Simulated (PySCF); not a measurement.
## VSCl₃, singlet: structure and spectrum

Method: PBE0/[V def2-SVP, S def2-SVP, Cl def2-SVP], no relativity, density fitting, PySCF.

The structure is a minimum.

- Point group: C3v
- Bond lengths: V–Cl 2.121 Å (×3), V–S 1.968 Å
- Bond angles: Cl–V–Cl 110.6° (×3), Cl–V–S 108.3° (×3)
- Entropy at 298.15 K and 1 bar: 353.5 J/(mol K)
- Rotational constants: 0.04405, 0.04405, 0.03963 cm⁻¹
- Zero-point energy: 17.2 kJ/mol
- Lowest empty level: -4.20 eV
- Atomisation energy without zero-point energy: 1533 kJ/mol
- Heat capacity Cp at 298.15 K: 93.0 J/(mol K)
- Principal polarisabilities: 72.9, 72.9, 82.4 bohr³
- Principal quadrupole moments (Buckingham, traceless) about the centre of mass: -0.78, -0.78, 1.57 D Å
- Highest occupied level: -8.59 eV
- Enthalpy at 298.15 K above 0 K: 20.50 kJ/mol
- Dipole moment: 0.40 D
- Rotational symmetry number: 3

Harmonic modes (masses in u: V 50.944, S 31.972, Cl 34.969):
```
symmetry  ω (cm⁻¹)  IR (km/mol, summed over degenerate members)  μ (u)
       e       129                                          0.2  35.58
      a1       164                                          0.0  36.91
       e       181                                          0.4  34.84
      a1       405                                         13.8  35.19
       e       506                                          213  42.07
      a1       669                                         81.7  38.51
```

In C3v the vibrations span 3e + 3a1.

Charges (e):
```json
{"atom": "V1", "Mulliken": "0.39", "Löwdin": "-0.52", "polar tensor": "1.66", "Mayer order to V1": "–"}
{"atom": "S2", "Mulliken": "-0.02", "Löwdin": "0.24", "polar tensor": "-0.33", "Mayer order to V1": "2.45"}
{"atom": "Cl3,4,5", "Mulliken": "-0.12", "Löwdin": "0.09", "polar tensor": "-0.44", "Mayer order to V1": "1.30"}
```

Mulliken populations on V1: s 6.27, p 12.80, d 3.52, f 0.02.

Formally V is in oxidation state +5, d0. The polar-tensor charge on V, 1.66, is far below the formal one.

Stability towards spin polarisation was not tested. This need not be the most stable arrangement of these atoms.

The final relaxation and frequency run took 58 s on 2 threads of a shared Arm Neoverse V1 host, with 103 basis functions and 12 gradients; the process peaked at 1.4 GiB.
